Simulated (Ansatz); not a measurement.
BiMe3 (C₃H₉Bi), 13 atoms. Hardware: 4 threads of Arm Neoverse V2 on a shared host.

In the def2 sets Bi takes a core potential; there is no spin–orbit coupling. Correlated methods freeze 7 core orbitals; core or outer-core shells of Bi are correlated, in sets that lack core-valence functions.

Question: How many basis functions does each of these Ansatz runs have, and roughly what does it cost? RPA@PBE/def2-TZVP, charge 0 singlet, energy, from earlier orbitals; PBE0-D4/def2-SVP, charge 0 singlet, relaxation, 5 steps; r2SCAN-D4/def2-TZVP, charge 1 doublet at the geometry of the charge 0 singlet, energy, from earlier orbitals; PBE-D4/def2-SVP, charge 0 singlet, energy, from earlier orbitals; ωB97X-V/def2-TZVP, charge 0 singlet, energy, from earlier orbitals; PBE0-D4/def2-SVP, charge 1 doublet, relaxation, 7 steps; CCSD(T)/def2-TZVP, charge 0 singlet, energy, from earlier orbitals; PBE-D4/def2-TZVP, charge 0 singlet, energy, from earlier orbitals; PBE-D4/def2-TZVP, charge 1 doublet at the geometry of the charge 0 singlet, energy, from earlier orbitals; PBE0-D4/def2-SVP, charge 0 singlet, energy, from earlier orbitals; PBE0-D4/def2-TZVP, charge 1 doublet at the geometry of the charge 0 singlet, energy, from earlier orbitals; B3LYP-D4/def2-TZVP, charge 0 singlet, energy, from earlier orbitals.

Answer: Other jobs shared the machine, so times can vary by a factor of up to 3. A dash marks memory too small to be measured apart from the calling script's.

```
                                                                                                         run  functions  fitting or Cholesky vectors  wall time  peak host memory (GiB)
                                            PBE-D4/def2-SVP, charge 0 singlet, energy, from earlier orbitals        113                         1272      0.9 s                       –
                                           PBE0-D4/def2-SVP, charge 0 singlet, energy, from earlier orbitals        113                         1356      1.1 s                       –
                                           PBE-D4/def2-TZVP, charge 0 singlet, energy, from earlier orbitals        197                         1296      1.5 s                       –
                                         B3LYP-D4/def2-TZVP, charge 0 singlet, energy, from earlier orbitals        197                         1341        2 s                       –
   PBE-D4/def2-TZVP, charge 1 doublet at the geometry of the charge 0 singlet, energy, from earlier orbitals        197                         1296      2.7 s                       –
                                          RPA@PBE/def2-TZVP, charge 0 singlet, energy, from earlier orbitals        197                         1507      4.2 s                       –
  PBE0-D4/def2-TZVP, charge 1 doublet at the geometry of the charge 0 singlet, energy, from earlier orbitals        197                         1341      4.6 s                     0.6
                                          ωB97X-V/def2-TZVP, charge 0 singlet, energy, from earlier orbitals        197                         1330        6 s                    0.57
                                                     PBE0-D4/def2-SVP, charge 0 singlet, relaxation, 5 steps        113                         1349        7 s                       –
r2SCAN-D4/def2-TZVP, charge 1 doublet at the geometry of the charge 0 singlet, energy, from earlier orbitals        197                         1296        7 s                       –
                                                     PBE0-D4/def2-SVP, charge 1 doublet, relaxation, 7 steps        113                         1349       13 s                       –
                                          CCSD(T)/def2-TZVP, charge 0 singlet, energy, from earlier orbitals        197                         1507       79 s                     2.9
```
